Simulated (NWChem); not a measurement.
GeHF, singlet; SMILES [F][GeH]

All runs: NWChem. Low-valent species are run as closed-shell singlets; no triplet was tried in these runs. All runs use the structure optimised with PBE0/def2-SVP. Ions are spin-unrestricted doublets at the neutral geometry. Hybrids' shares of exact exchange are those that their runs print; pure functionals count as 0. The functionals differ in more than this share.

```csv
row,share of exact exchange,ΔSCF ionisation energy minus −ε(HOMO) (eV)
PBE/def2-TZVP,0.00,3.61
B3LYP/def2-TZVP,0.20,withheld
M06-2X/def2-TZVP,0.54,1.47
Hartree-Fock/def2-TZVP,1.00,-0.75
```

Question: Fit a straight line of the last column on the one before it, predict the withheld value, and compare with the run.

Answer: 
1. Means of the 3 shown rows: x = 0.513, y = 1.443. Slope Σ(x − x̄)(y − ȳ)/Σ(x − x̄)² = -2.179/0.5011 = -4.349; intercept 3.676.
2. The shown rows scatter about the line by 0.101 (root mean square); the largest residual is +0.14, at M06-2X/def2-TZVP.
3. At x = 0.20 (B3LYP/def2-TZVP; inside the shown range) the line gives 2.81.
4. The run gives 2.85, +0.04 from the line, 0.4 times the scatter. The line crosses zero at a share of 0.85.
